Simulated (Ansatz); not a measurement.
`C[Se][Al]([F])[Cl]` → `[CH2]` (triplet) + `[F][Al]([Cl])[SeH]` at 298.15 K and 1 bar (formal loss of a carbene).

Computed with Ansatz on PBE0-D4/def2-TZVP structures; ΔE is electronic, products minus reactants. CBS: MP2 limit from def2 TZ/QZ plus the TZ coupled-cluster correction, frozen cores. This one scheme is used for every species. Triplets are unrestricted, without spin–orbit coupling. For Se outer-core shells are correlated without core-valence functions, which leaves a few kJ/mol of doubt a bond. Scalar relativity is left out up to krypton. One conformer a species, not always the lowest.

```json
{"species": "`C[Se][Al]([F])[Cl]`", "CCSD(T)/CBS energy (Eh)": "-3242.34628", "H − E (kJ/mol)": "135.2", "S (J/(mol·K))": "387.9"}
{"species": "`[CH2]` (triplet)", "CCSD(T)/CBS energy (Eh)": "-39.09499", "H − E (kJ/mol)": "55.4", "S (J/(mol·K))": "195.3"}
{"species": "`[F][Al]([Cl])[SeH]`", "CCSD(T)/CBS energy (Eh)": "-3203.08897", "H − E (kJ/mol)": "51.4", "S (J/(mol·K))": "340.7"}
```

H − E and S are ideal-gas, rigid-rotor, harmonic terms from PBE0-D4/def2-TZVP, for one conformer and one mirror image of each species, with the whole ground term of open shells counted as degenerate. 1 Eh = 2625.50 kJ/mol, R = 8.31446 J/(mol·K).

Task: By hand: ΔE, ΔH, ΔS and ΔG.

Result: ΔE = (-39.09499) + (-3203.08897) − (-3242.34628) = 0.16232 Eh = 426.2 kJ/mol. Δ(H − E) = 55.4 + 51.4 − 135.2 = -28.4, so ΔH = 397.8 kJ/mol. ΔS = 195.3 + 340.7 − 387.9 = 148.1 J/(mol·K). ΔG = 397.8 − 298.15 × (148.1)/1000 = 353.6 kJ/mol.

Task: By hand: the equilibrium constant, and the temperature at which ΔG would vanish if ΔH and ΔS stayed fixed.

Result: log₁₀ K = −ΔG/(RT ln 10) = -61.9. ΔG = 0 at ΔH/ΔS = 2686 K, far beyond where these terms or the molecules hold.

The number of gas molecules changes by +1, which sets the sign of ΔS. A doubt of 5 kJ/mol in ΔE shifts log₁₀ K by 0.9 here. Other conformers and mirror images would add mixing entropy, several J/(mol·K) or more a flexible species. Modes under 60 cm⁻¹, often nearly free rotors, make the harmonic entropy too high. A triplet takes part, so the spin changes. These are equilibria of isolated gas molecules and say nothing of rates. Largest T1 diagnostic: 0.011 (customary marks: 0.02 for closed shells, 0.045 for open ones).
